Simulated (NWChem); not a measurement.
All runs are NWChem calculations. System: triflic acid (CHF3O3S), charge 0, spin multiplicity 1, at a geometry optimised with PBE0/def2-SVP. Level: RHF/def2-SVP.

Output (cleaned and shortened):

```
             Northwest Computational Chemistry Package (NWChem) 7.3.0
             --------------------------------------------------------

                                NWChem Input Module
                                -------------------

 Scaling coordinates for geometry "geometry" by  1.889725989
 (inverse scale =  0.529177249)

                             Geometry "geometry" -> ""
                             -------------------------

 Output coordinates in angstroms (scale by  1.889725989 to convert to a.u.)

  No.       Tag          Charge          X              Y              Z
 ---- ---------------- ---------- -------------- -------------- --------------
    1 O                    8.0000     1.46537600    -0.46902400    -1.06406400
    2 S                   16.0000     0.79346200     0.30156100     0.17922900
    3 O                    8.0000     1.23866500    -0.31545200     1.40753500
    4 O                    8.0000     0.86793300     1.70892200    -0.09743200
    5 C                    6.0000    -0.96773500    -0.22397500    -0.07930000
    6 F                    9.0000    -1.70017200     0.25251800     0.90578600
    7 F                    9.0000    -1.41218900     0.23397400    -1.22955900
    8 F                    9.0000    -1.02507000    -1.54628000    -0.07636600
    9 H                    1.0000     1.77210700    -1.33859500    -0.75891700

 Effective nuclear repulsion energy (a.u.)     568.5665938532

            Nuclear Dipole moment (a.u.)
            ----------------------------
        X                 Y               Z
 ---------------- ---------------- ----------------
     0.0000037795     0.0000132281     0.0000151178


 Summary of "ao basis" -> "" (spherical)
 ------------------------------------------------------------------------------
       Tag                 Description            Shells   Functions and Types
 ---------------- ------------------------------  ------  ---------------------
 *                          def2-svp                  on all atoms

 Summary of "ao basis" -> "ao basis" (spherical)
 ------------------------------------------------------------------------------
       Tag                 Description            Shells   Functions and Types
 ---------------- ------------------------------  ------  ---------------------
 O                          def2-svp                 6       14   3s2p1d
 S                          def2-svp                 8       18   4s3p1d
[...]
  ----- ------------  ---------------      ----- ------------  ---------------
    37      0.424063  3 O  py                52     -0.410069  4 O  pz
    40      0.334564  3 O  py                55     -0.314387  4 O  pz

 Vector   37  Occ=2.000000D+00  E=-5.189870D-01
              MO Center=  5.0D-01,  3.5D-01,  2.2D-01, r^2= 3.0D+00
   Bfn.  Coefficient  Atom+Function         Bfn.  Coefficient  Atom+Function
  ----- ------------  ---------------      ----- ------------  ---------------
    50      0.327454  4 O  px                36      0.312733  3 O  px
    64      0.278578  5 C  px                53      0.266146  4 O  px
    39      0.256061  3 O  px                18      0.193454  2 S  s
    62      0.175641  5 C  s

 Vector   38  Occ=0.000000D+00  E= 1.434429D-01
              MO Center=  1.7D+00, -1.4D+00, -6.5D-01, r^2= 2.8D+00
   Bfn.  Coefficient  Atom+Function         Bfn.  Coefficient  Atom+Function
  ----- ------------  ---------------      ----- ------------  ---------------
   118      1.358108  9 H  s                  3     -0.900034  1 O  s
     8      0.298090  1 O  py                27     -0.224144  2 S  pz
    18      0.193452  2 S  s                 49     -0.191007  4 O  s
     9     -0.186095  1 O  pz                26      0.165458  2 S  py
     2     -0.160120  1 O  s                 54      0.151339  4 O  py

 Vector   39  Occ=0.000000D+00  E= 1.930156D-01
              MO Center=  3.3D-01,  2.3D-01,  3.0D-01, r^2= 2.6D+00
   Bfn.  Coefficient  Atom+Function         Bfn.  Coefficient  Atom+Function
  ----- ------------  ---------------      ----- ------------  ---------------
    18      0.710159  2 S  s                 27      0.603886  2 S  pz
    25     -0.509665  2 S  px                26      0.487543  2 S  py
    67     -0.433668  5 C  px               118      0.380376  9 H  s
    49     -0.365748  4 O  s                 63     -0.344334  5 C  s
    69      0.310376  5 C  pz                35     -0.270971  3 O  s

 Vector   40  Occ=0.000000D+00  E= 2.227189D-01
              MO Center=  3.8D-01,  1.3D-01,  1.0D-01, r^2= 2.4D+00
   Bfn.  Coefficient  Atom+Function         Bfn.  Coefficient  Atom+Function
  ----- ------------  ---------------      ----- ------------  ---------------
    63      1.280318  5 C  s                 25      1.086616  2 S  px
    18     -0.790265  2 S  s                 67      0.625751  5 C  px
    26      0.610277  2 S  py                68      0.400742  5 C  py
    64      0.367926  5 C  px                22      0.318328  2 S  px
    77     -0.306547  6 F  s                 17     -0.274760  2 S  s

 center of mass
 --------------
 x =  -0.07471950 y =   0.00323752 z =   0.00437573

 moments of inertia (a.u.)
 ------------------
         717.304219250759        -107.243202496661         -39.059977001164
        -107.243202496661        1121.506326988164          -8.232029282277
         -39.059977001164          -8.232029282277        1152.791844741202

  Mulliken analysis of the total density
  --------------------------------------

    Atom       Charge   Shell Charges
 -----------   ------   -------------------------------------------------------
    1 O    8     8.45   1.99  1.07  0.71  2.84  1.82  0.02
    2 S   16    14.75   2.00  1.99  1.16  0.06  5.94  1.61  1.19  0.80
    3 O    8     8.58   1.99  1.08  0.80  2.79  1.89  0.02
    4 O    8     8.55   1.99  1.09  0.79  2.79  1.87  0.02
    5 C    6     5.15   1.99  0.92 -0.02  1.78  0.28  0.21
    6 F    9     9.25   1.99  1.13  0.79  3.34  1.98  0.01
    7 F    9     9.25   1.99  1.13  0.79  3.34  1.98  0.01
    8 F    9     9.27   1.99  1.13  0.80  3.34  2.00  0.01
    9 H    1     0.74   0.64  0.03  0.07

       Multipole analysis of the density wrt the origin
       ------------------------------------------------

     L   x y z        total         open         nuclear
     -   - - -        -----         ----         -------
     0   0 0 0     -0.000000      0.000000     74.000000

     1   1 0 0     -0.011608      0.000000      0.000004
     1   0 1 0     -1.103053      0.000000      0.000013
     1   0 0 1     -0.434918      0.000000      0.000015

     2   2 0 0    -36.117410      0.000000    384.720845
     2   1 1 0     -3.344254      0.000000     47.945449
     2   1 0 1     -1.665133      0.000000     16.641305
     2   0 2 0    -38.461012      0.000000    185.882940
     2   0 1 1      2.037326      0.000000      5.813055
     2   0 0 2    -40.846157      0.000000    168.388369

 Task  times  cpu:        8.4s     wall:        8.4s

 Total times  cpu:        8.5s     wall:        8.5s
```

**Question.** Write an NWChem input that would produce this output.

**Answer.** One answer among several that fit: 
```
start mol
memory heap 200 mb stack 900 mb global 1100 mb
geometry units angstroms nocenter noautoz noautosym
  O      1.465376    -0.469024    -1.064064
  S      0.793462     0.301561     0.179229
  O      1.238665    -0.315452     1.407535
  O      0.867933     1.708922    -0.097432
  C     -0.967735    -0.223975    -0.079300
  F     -1.700172     0.252518     0.905786
  F     -1.412189     0.233974    -1.229559
  F     -1.025070    -1.546280    -0.076366
  H      1.772107    -1.338595    -0.758917
end
basis spherical
  * library def2-svp
end
scf
  rhf
  nopen 0
  maxiter 100
  thresh 1e-7
  semidirect memsize 60000000 filesize 0
end
task scf energy
```
